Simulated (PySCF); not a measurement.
PySCF input file for CH8N2O2Si, SMILES O[Si](N)(NC)O, PBE-D3(BJ)/def2-SVP. The structure is a stationary point at PBE-D3(BJ)/def2-SVP. The structure was generated by enumeration, and PubChem lists no compound with its InChIKey, so it may never have been made. The values are those of a single conformer.

```python
import numpy as np
from pyscf import gto, scf, dft, df
from pyscf.hessian import thermo

mol = gto.M(
    atom='''
    C     2.34857116    0.11301168    0.58785949
    N     1.07655936    0.76275326    0.33738177
    Si   -0.39371475   -0.01446309   -0.10332800
    N    -1.33891901    1.23464459   -0.84655217
    O    -1.37880178   -0.71083878    1.07878308
    O     0.07419669   -1.35871283   -0.99465485
    H     2.61942622    0.05787413    1.66902264
    H     2.30052584   -0.92394058    0.20126379
    H     3.18883878    0.61889925    0.06046742
    H     1.03362792    1.75128670    0.59087292
    H    -0.92216301    1.75895521   -1.61977540
    H    -2.32670173    1.04867416   -1.03591841
    H    -1.74969238   -0.06788297    1.70679721
    H    -0.44992368   -2.14482503   -0.76212789
    ''',
    basis='def2-SVP',
    charge=0,
    spin=0,
    max_memory=1600,
    verbose=3,
)
mf = dft.RKS(mol, xc='pbe').density_fit(auxbasis='def2-universal-jkfit')
mf.disp = 'd3bj'
mf.grids.level = 3
mf.conv_tol = 1e-11
mf.max_cycle = 100
mf.kernel()

# analytic Hessian; the response equations are solved on a coarser grid
h, args, fine = mf.Hessian(), (mf.mo_energy, mf.mo_coeff, mf.mo_occ), mf.grids
h.max_memory = max(150, 2.5e-5 * df.make_auxmol(mol, mf.with_df.auxbasis).nao * mol.nelec[0] * (mol.nelec[0] + mol.nao))  # MB; small integral blocks
h1ao = h.make_h1(mf.mo_coeff, mf.mo_occ)
mf.grids = dft.Grids(mol).set(level=1).build(with_non0tab=True)
mo1, mo_e1 = h.solve_mo1(*args, h1ao)
mf.grids = fine
hess = h.hess_elec(*args, mo1, mo_e1, h1ao) + h.hess_nuc()
if mf.do_disp():
    hess += h.get_dispersion()
for i in range(mol.natm):  # the analytic DFT Hessian lacks the response of the grid: restore translational invariance
    hess[i, i] -= hess[i].sum(axis=0)
hess = (hess + hess.transpose(1, 0, 3, 2)) / 2
vib = thermo.harmonic_analysis(mol, hess, imaginary_freq=False)
thermo.dump_normal_mode(mol, vib)
th = thermo.thermo(mf, vib['freq_au'][vib['freq_au'] > 0], 298.15, 101325)
thermo.dump_thermo(mol, th)
g0 = mf.nuc_grad_method().set(verbose=0).kernel()

# dipole derivatives [dipole axis, atom, xyz] from the same response
r, irp = mol.intor('int1e_r'), mol.intor('int1e_irp').reshape(3, 3, mol.nao, mol.nao)
sl, dm0, ok = mol.aoslice_by_atom(), np.array(mf.make_rdm1()), []
dmu = np.einsum('a,xt->xat', mol.atom_charges(), np.eye(3))
for a, (_, _, p0, p1) in enumerate(sl):
    dmu[:, a] += 2 * np.einsum('xtij,ij->xt', irp[:, :, :, p0:p1], dm0.reshape(-1, mol.nao, mol.nao).sum(0)[:, p0:p1])
    for u, c, occ, f in [(mo1, mf.mo_coeff, mf.mo_occ, 4)]:
        dmu[:, a] -= f * np.einsum('tui,xuv,vi->xt', u[a], r, c[:, occ > 0], optimize=True)
L = vib['norm_mode']
ir = 974.8801 * (np.einsum('xat,kat->kx', dmu, L) ** 2).sum(1)       # km/mol
apt = np.einsum('xax->a', dmu) / 3
print('mode   freq/cm-1   IR/(km/mol)')
for k, w in enumerate(vib['freq_wavenumber']):
    print(f'{k + 1:4d} {w:11.2f} {ir[k]:13.3f}')
print('max |gradient| / (hartree/bohr):', abs(g0).max())
print('APT charges:', apt.round(4))
```

Program output:

```
converged SCF energy = -591.702288830364

WARN: DFTD3 does not support analytical Hessian, using finite difference


WARN: Mole.unit (angstrom) is changed to Bohr

Mode                                 0                   1                   2
Irrep
Freq [cm^-1]                       91.8659            141.2925            162.0023
Reduced mass [au]                   2.9676              1.1556              1.4574
Force const [Dyne/A]                0.0148              0.0136              0.0225
Char temp [K]                     132.1746            203.2885            233.0852
Normal mode                   x     y     z       x     y     z       x     y     z
       0   C                -0.05 -0.03  0.14   -0.01 -0.03 -0.02    0.00  0.01 -0.02
       1   N                 0.02  0.02 -0.10    0.02  0.02 -0.06   -0.03 -0.00  0.09
       2  Si                 0.01  0.01 -0.03    0.00  0.00  0.00   -0.01  0.00  0.00
       3   N                -0.04 -0.01  0.01   -0.03 -0.01  0.02    0.04 -0.02 -0.08
       4   O                 0.10  0.00  0.04    0.00  0.01  0.01    0.02  0.01  0.02
       5   O                -0.04  0.01 -0.06    0.03 -0.01  0.04   -0.06  0.01 -0.04
       6   H                -0.23 -0.02  0.18   -0.24 -0.43  0.02   -0.04 -0.26 -0.02
       7   H                -0.03 -0.04  0.15    0.11  0.12 -0.42    0.08  0.11 -0.29
       8   H                 0.06 -0.08  0.26    0.07  0.22  0.36   -0.01  0.20  0.15
       9   H                 0.02  0.03 -0.12   -0.02 -0.05  0.18   -0.03 -0.01  0.13
      10   H                -0.10 -0.05 -0.06    0.02  0.10  0.12    0.05 -0.11 -0.13
      11   H                -0.05 -0.03  0.09    0.01 -0.05 -0.10    0.03 -0.01 -0.06
      12   H                 0.19 -0.01  0.11   -0.31  0.08 -0.24    0.42 -0.07  0.34
      13   H                -0.03  0.01 -0.03    0.02 -0.00  0.02    0.17 -0.07  0.21
Mode                                 3                   4                   5
Irrep
Freq [cm^-1]                      176.7956            222.5487            246.8968
Reduced mass [au]                   3.2865              1.4688              2.1212
Force const [Dyne/A]                0.0605              0.0429              0.0762
Char temp [K]                     254.3695            320.1980            355.2295
Normal mode                   x     y     z       x     y     z       x     y     z
       0   C                -0.06 -0.13 -0.04    0.05  0.02  0.01    0.03  0.02  0.01
       1   N                -0.00  0.02  0.04    0.02 -0.05  0.00   -0.01 -0.03  0.07
       2  Si                -0.00  0.04  0.01    0.01 -0.01 -0.00    0.00 -0.02  0.01
       3   N                -0.08 -0.05 -0.05   -0.03 -0.03  0.03   -0.01 -0.06 -0.05
       4   O                 0.02  0.02  0.01   -0.08  0.07 -0.03    0.04  0.05  0.09
       5   O                 0.10  0.07  0.02    0.05  0.00  0.00   -0.03  0.04 -0.09
       6   H                 0.02 -0.13 -0.06   -0.01 -0.08  0.02    0.08  0.05 -0.00
       7   H                -0.22 -0.13 -0.01    0.16  0.06 -0.10    0.05  0.01  0.04
       8   H                -0.03 -0.25 -0.12    0.04  0.15  0.12   -0.02  0.04 -0.04
       9   H                 0.09  0.02  0.06    0.00 -0.02 -0.08   -0.04 -0.04  0.10
      10   H                -0.15 -0.07 -0.10   -0.26 -0.19 -0.21    0.06 -0.08 -0.02
      11   H                -0.08 -0.12  0.02   -0.12  0.05  0.42    0.04 -0.15 -0.21
      12   H                 0.05 -0.00  0.05    0.19  0.07  0.13   -0.26  0.18 -0.22
      13   H                 0.12  0.04 -0.03   -0.21  0.07 -0.34   -0.19  0.07 -0.37
Mode                                 6                   7                   8
Irrep
Freq [cm^-1]                      280.7515            319.8510            338.1059
Reduced mass [au]                   2.1653              2.4982              3.2701
Force const [Dyne/A]                0.1006              0.1506              0.2202
Char temp [K]                     403.9389            460.1944            486.4590
Normal mode                   x     y     z       x     y     z       x     y     z
       0   C                -0.06  0.00 -0.03   -0.04  0.00 -0.00    0.03 -0.00  0.01
       1   N                -0.04  0.01 -0.06   -0.05 -0.03  0.01    0.05  0.00 -0.10
       2  Si                -0.04 -0.02  0.03   -0.01 -0.05 -0.05   -0.01 -0.02  0.07
       3   N                 0.09  0.04 -0.03    0.00  0.02  0.06    0.02 -0.04  0.01
       4   O                 0.00 -0.04  0.06    0.00  0.10  0.05   -0.11  0.01  0.01
       5   O                 0.07  0.02  0.02    0.08 -0.03 -0.05    0.01  0.09 -0.07
       6   H                -0.09 -0.03 -0.02   -0.01  0.04 -0.01   -0.02  0.07  0.02
       7   H                -0.05  0.01 -0.05   -0.04 -0.01  0.04    0.03 -0.02  0.07
       8   H                -0.04  0.01  0.01   -0.06 -0.01 -0.04    0.06 -0.04  0.01
       9   H                -0.04  0.02 -0.11   -0.11 -0.05  0.11    0.04 -0.01 -0.05
[...]
       6   H                 0.28 -0.31 -0.11   -0.17  0.45  0.08    0.56  0.28 -0.12
       7   H                 0.64 -0.06  0.17    0.22  0.22 -0.63   -0.25  0.05 -0.11
       8   H                 0.23 -0.40  0.04    0.12 -0.42 -0.18    0.34 -0.00  0.54
       9   H                -0.13  0.01 -0.03    0.01 -0.00  0.00    0.19 -0.03  0.04
      10   H                 0.01 -0.00  0.00    0.00 -0.00  0.00   -0.00 -0.00 -0.00
      11   H                -0.00  0.00 -0.00    0.00 -0.00  0.00   -0.00  0.01 -0.01
      12   H                 0.01  0.01 -0.00    0.00 -0.00  0.00   -0.00  0.00  0.00
      13   H                 0.01 -0.01 -0.00   -0.00  0.00 -0.00   -0.00 -0.00 -0.01
Mode                                27                  28                  29
Irrep
Freq [cm^-1]                     1489.8864           2911.8421           2971.0194
Reduced mass [au]                   1.1244              1.0432              1.1006
Force const [Dyne/A]                1.4705              5.2114              5.7241
Char temp [K]                    2143.6149           4189.4925           4274.6355
Normal mode                   x     y     z       x     y     z       x     y     z
       0   C                 0.00 -0.00  0.00    0.04 -0.00  0.04   -0.04 -0.02  0.07
       1   N                -0.00  0.00  0.00    0.00 -0.00  0.00    0.00  0.00 -0.00
       2  Si                 0.00 -0.01  0.00   -0.00 -0.00 -0.00    0.00  0.00  0.00
       3   N                -0.05  0.05 -0.06    0.00  0.00  0.00   -0.00  0.00 -0.00
       4   O                 0.00  0.00 -0.00    0.00  0.00 -0.00   -0.00 -0.00 -0.00
       5   O                -0.00  0.00  0.00   -0.00  0.00  0.00    0.00 -0.00 -0.00
       6   H                 0.00 -0.00 -0.00   -0.17  0.03 -0.79   -0.12  0.01 -0.48
       7   H                -0.00 -0.00  0.00    0.01  0.26  0.10   -0.01 -0.12 -0.03
       8   H                -0.00  0.00  0.00   -0.35 -0.22  0.24    0.60  0.38 -0.38
       9   H                 0.01  0.00 -0.01    0.00 -0.00 -0.00    0.00  0.00 -0.00
      10   H                 0.61 -0.05  0.25   -0.00 -0.00  0.00    0.00  0.00 -0.00
      11   H                -0.06 -0.39  0.53    0.00 -0.00  0.00    0.00  0.00 -0.00
      12   H                -0.01 -0.00 -0.00   -0.00 -0.00 -0.00    0.00  0.00  0.00
      13   H                -0.00  0.00  0.00    0.00  0.00  0.00   -0.00  0.00  0.00
Mode                                30                  31                  32
Irrep
Freq [cm^-1]                     3061.1766           3489.6055           3533.9664
Reduced mass [au]                   1.0974              1.0502              1.0750
Force const [Dyne/A]                6.0588              7.5351              7.9102
Char temp [K]                    4404.3515           5020.7654           5084.5908
Normal mode                   x     y     z       x     y     z       x     y     z
       0   C                -0.02 -0.08 -0.03    0.00  0.00  0.00    0.00  0.00  0.00
       1   N                -0.00  0.00  0.00   -0.00  0.00  0.00   -0.00  0.07  0.02
       2  Si                 0.00 -0.00  0.00   -0.00  0.00  0.00   -0.00  0.00  0.00
       3   N                 0.00  0.00  0.00    0.03 -0.02  0.04   -0.00  0.00 -0.00
       4   O                -0.00  0.00 -0.00    0.00 -0.00 -0.00   -0.00 -0.00 -0.00
       5   O                -0.00  0.00 -0.00   -0.00  0.00 -0.00   -0.00 -0.00 -0.00
       6   H                 0.03 -0.02  0.15   -0.00 -0.00 -0.00    0.00 -0.00  0.00
       7   H                 0.04  0.85  0.32    0.00 -0.00 -0.00   -0.00 -0.01 -0.01
       8   H                 0.17  0.10 -0.12   -0.00 -0.00  0.00    0.00 -0.00 -0.00
       9   H                -0.00 -0.01 -0.01    0.00 -0.01 -0.00    0.03 -0.93 -0.24
      10   H                 0.00  0.00 -0.00    0.30  0.36 -0.51   -0.01 -0.01  0.01
      11   H                -0.00 -0.00  0.00   -0.66 -0.12 -0.10    0.01  0.00  0.00
      12   H                 0.00  0.00  0.00   -0.00 -0.00 -0.00   -0.00  0.00  0.00
      13   H                -0.00 -0.00  0.00    0.00  0.00 -0.00    0.00  0.00  0.00
Mode                                33                  34                  35
Irrep
Freq [cm^-1]                     3585.2036           3765.1752           3770.0356
Reduced mass [au]                   1.0949              1.0663              1.0661
Force const [Dyne/A]                8.2916              8.9064              8.9279
Char temp [K]                    5158.3098           5417.2488           5424.2418
Normal mode                   x     y     z       x     y     z       x     y     z
       0   C                -0.00  0.00  0.00    0.00  0.00  0.00   -0.00  0.00 -0.00
       1   N                -0.00 -0.00 -0.00   -0.00  0.00 -0.00    0.00  0.00 -0.00
       2  Si                 0.00  0.00 -0.00    0.00 -0.00 -0.00    0.00  0.00 -0.00
       3   N                 0.07  0.03 -0.03    0.00 -0.00  0.00   -0.00  0.00 -0.00
       4   O                -0.00  0.00  0.00    0.00 -0.01 -0.01   -0.02  0.04  0.04
       5   O                 0.00 -0.00 -0.00    0.03  0.05 -0.01    0.00  0.01 -0.00
       6   H                 0.00 -0.00  0.00   -0.00 -0.00 -0.00    0.00 -0.00  0.00
       7   H                 0.00 -0.00 -0.00    0.00 -0.00  0.00    0.00 -0.00  0.00
       8   H                 0.00  0.00 -0.00   -0.00 -0.00  0.00    0.00  0.00 -0.00
       9   H                -0.00  0.00  0.00   -0.00 -0.00  0.00    0.00 -0.00 -0.00
      10   H                -0.26 -0.35  0.51    0.00  0.00 -0.00    0.00  0.00 -0.00
      11   H                -0.66 -0.12 -0.13   -0.00  0.00 -0.00    0.00 -0.00  0.00
      12   H                 0.00 -0.00 -0.00   -0.06  0.10  0.10    0.37 -0.61 -0.63
      13   H                -0.00 -0.00 -0.00   -0.50 -0.78  0.21   -0.08 -0.13  0.03
temperature 298.1500 [K]
pressure 101325.00 [Pa]
Rotational constants [GHz] 3.67130 2.13913 1.94405
Symmetry number 1
Zero-point energy (ZPE) 0.10703 [Eh]   281000.296 [J/mol]
                           tot       elec      trans        rot        vib
Entropy [J/mol/K]       383.130      0.000    167.160    114.831    101.140
Cv [J/mol/K]            139.730      0.000     12.472     12.472    114.787
Cp [J/mol/K]            148.045      0.000     20.786     12.472    114.787
Internal energy [J/mol]                      3718.434   3718.434 298397.296
Internal energy [Eh]   -591.58580  -591.70229
Enthalpy [J/mol]                             6197.391   3718.434 298397.296
Enthalpy [Eh]          -591.58486
Gibbs free energy [J/mol]                  -43641.291 -30518.356 268242.499
Gibbs free energy [Eh] -591.62837
mode   freq/cm-1   IR/(km/mol)
   1       91.87         3.731
   2      141.29        12.786
   3      162.00        62.272
   4      176.80         1.307
   5      222.55         2.715
   6      246.90        49.898
   7      280.75        22.983
   8      319.85         2.977
   9      338.11        84.181
  10      377.21        35.625
  11      425.45        13.834
  12      442.60       164.118
  13      469.93       105.548
  14      686.86         5.908
  15      775.39         3.710
  16      796.24       163.392
  17      816.34       172.796
  18      847.56       121.598
  19      914.87       168.659
  20      942.63       181.364
  21     1057.73        17.761
  22     1106.76         0.289
  23     1147.02       118.147
  24     1352.99        81.773
  25     1392.38        11.031
  26     1421.53         3.130
  27     1448.05         5.460
  28     1489.89        54.473
  29     2911.84       118.273
  30     2971.02        52.183
  31     3061.18         6.870
  32     3489.61        15.218
  33     3533.97        13.951
  34     3585.20        15.438
  35     3765.18        64.643
  36     3770.04        51.430
max |gradient| / (hartree/bohr): 4.491410083130344e-05
APT charges: [ 0.3854 -0.8364  1.9876 -0.7932 -0.8291 -0.8016 -0.091   0.0268 -0.074
  0.1479  0.1664  0.1647  0.2726  0.2738]
```

The calculation finished and met its thresholds.

Cost: very roughly 2.8 core-minutes.
